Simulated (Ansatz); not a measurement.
K₂H₂⁺, that is (KH)2 ring with one electron fewer, relaxed as a doublet with UKS PBE0-D4/def2-TZVP in Ansatz, starting from the PBE0-D4/def2-TZVP geometry of the neutral singlet. Force threshold 0.02 eV/Å.

In the charge 1 doublet, H2 and H4 lie 0.93 Å apart (atoms count from 1), so these atoms are partly bonded to each other.

Start:

```xyz
4

K    -1.249   -1.229    0.342
H    -1.186    1.003   -0.729
K     1.249    1.229   -0.342
H     1.186   -1.003    0.729
```

```json
{"step": "1", "energy (eV)": "-32665.4620", "largest force component (eV/Å)": "0.503", "SCF passes": "24"}
{"step": "2", "energy (eV)": "-32665.7404", "largest force component (eV/Å)": "0.253", "SCF passes": "27"}
{"step": "3", "energy (eV)": "-32665.9856", "largest force component (eV/Å)": "0.310", "SCF passes": "24"}
{"step": "4", "energy (eV)": "-32666.1753", "largest force component (eV/Å)": "0.337", "SCF passes": "25"}
{"step": "5", "energy (eV)": "-32666.3664", "largest force component (eV/Å)": "0.352", "SCF passes": "25"}
{"step": "6", "energy (eV)": "-32666.5518", "largest force component (eV/Å)": "0.331", "SCF passes": "26"}
{"step": "7", "energy (eV)": "-32666.7254", "largest force component (eV/Å)": "0.309", "SCF passes": "26"}
{"step": "8", "energy (eV)": "-32666.8583", "largest force component (eV/Å)": "0.090", "SCF passes": "34"}
{"step": "9", "energy (eV)": "-32666.8585", "largest force component (eV/Å)": "0.135", "SCF passes": "31"}
{"step": "10", "energy (eV)": "-32666.8626", "largest force component (eV/Å)": "0.029", "SCF passes": "32"}
{"step": "11", "energy (eV)": "-32666.8630", "largest force component (eV/Å)": "0.003", "SCF passes": "28"}
```

Force components are those of the run's own axes.

End:

```csv
atom,x (Å),y (Å),z (Å)
K1,-1.6963,-1.6689,0.4641
H2,-0.3215,0.2718,-0.1976
K3,1.6963,1.6689,-0.4641
H4,0.3215,-0.2718,0.1976
```

By distances, no bond broke or formed, bridged metal pairs apart. The bond that changes most is K3–H4, from 2.48 to 2.47 Å (atoms count from 1). A close non-bonded pair moves further: H2–H4, from 3.43 to 0.93 Å. Metal–metal contacts that move far: K1–K3 3.57 to 4.85 Å.

No frequencies were taken in this run, so the end may be a saddle point.

Hardware: 4 threads of Arm Neoverse V1 on a shared host. Wall time 16 s.
